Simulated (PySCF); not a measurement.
# Spinor energies of Bi (bismuth, neutral)

Start: [Xe] 4f14 5d10 6s2 6p3; 6p1/2 filled at m_j = -1/2, +1/2; 6p3/2 filled at m_j = +3/2. Calculated with PySCF 2.14 in x2c-TZVPPall-2c (11s11p9d3f, 110 functions): generalised Hartree-Fock with the X2C-1e Hamiltonian and a Gaussian nucleus; one run each with spin-orbit coupling (SO) switched off, then screened by Boettger's factors.

| spinor shell | electrons | ε, spin-free (eV) | ε, screened SO (eV) | weight of nominal j (screened SO) | rms radius, screened SO (bohr) |
| --- | --- | --- | --- | --- | --- |
| 1s1/2 | 2 | -91051.6 | -91009.4 | 1.000 | 0.0178 |
| 2s1/2 | 2 | -16521.0 | -16507.3 | 1.000 | 0.0718 |
| 2p1/2 | 2 | -14154.3 | -15835.5 | 1.000 | 0.0606 |
| 2p3/2 | 4 | -14154.3 | -13511.1 | 1.000 | 0.0691 |
| 3s1/2 | 2 | -4062.1 | -4057.3 | 1.000 | 0.183 |
| 3p1/2 | 2 | -3375.9 | -3754.7 | 1.000 | 0.175 |
| 3p3/2 | 4 | -3375.9 | -3227.1 | 1.000 | 0.192 |
| 3d3/2 | 4 | -2672.5 | -2736.9 | 1.000 | 0.168 |
| 3d5/2 | 6 | -2672.5 | -2625.5 | 1.000 | 0.172 |
| 4s1/2 | 2 | -972.32 | -970.49 | 1.000 | 0.401 |
| 4p1/2 | 2 | -743.70 | -837.83 | 1.000 | 0.404 |
| 4p3/2 | 4 | -743.70 | -705.97 | 1.000 | 0.438 |
| 4d3/2 | 4 | -475.84 | -489.98 | 1.000 | 0.446 |
| 4f5/2 | 6 | -179.60 | -181.63 | 1.000 | 0.479 |
| 5s1/2 | 2 | -181.74 | -181.03 | 1.000 | 0.890 |
| 4f7/2 | 8 | -179.60 | -176.19 | 1.000 | 0.481 |
| 5p1/2 | 2 | -115.01 | -132.85 | 1.000 | 0.952 |
| 5p3/2 | 4 | -115.01 | -107.36 | 1.000 | 1.04 |
| 5d3/2 | 4 | -35.709 | -37.276 | 0.998 | 1.30 |
| 5d5/2 | 6 | -35.709 | -33.832 | 0.999 | 1.34 |
| 6s1/2 | 2 | -18.488 | -18.261 | 1.000 | 2.40 |
| 6p1/2 | 2 | -8.660 | -9.216 | 0.815 | 3.04 |
| 6p3/2 | 1 | -8.660 | -7.570 | 1.000 | 3.33 |

(1) Where does 4d5/2 lie, and what is the 4d spin-orbit splitting (screened SO)?

| quantity | spin-free | screened SO |
| --- | --- | --- |
| E (hartree) | -21513.80546 | -21555.00012 |
| M_J | 3/2 | 3/2 |
| ⟨J²⟩ | 3.757 | 3.777 |
| ⟨L²⟩ | 0.000 | 0.802 |
| ⟨S²⟩ | 3.757 | 3.247 |

Each row is a mean over spinors that exchange with the open shell spreads, by up to 4.571 eV (6s1/2).

Rows whose weight is well below 1 are mixtures of j = l ± 1/2: exchange outweighs spin-orbit coupling there, and the label is only the starting occupation.

Breit and QED terms are absent; they matter most for the inner s and p1/2 levels.

Densities and radii are taken from the X2C orbitals without a picture-change correction, which distorts them close to the nucleus.

Without spin-orbit coupling the j labels of p, d and f shells carry no meaning; the spin-free column gives the mean over the occupied spinors of each nl shell.

Results:

(1) At -464.69 eV, 25.291 eV above 4d3/2.
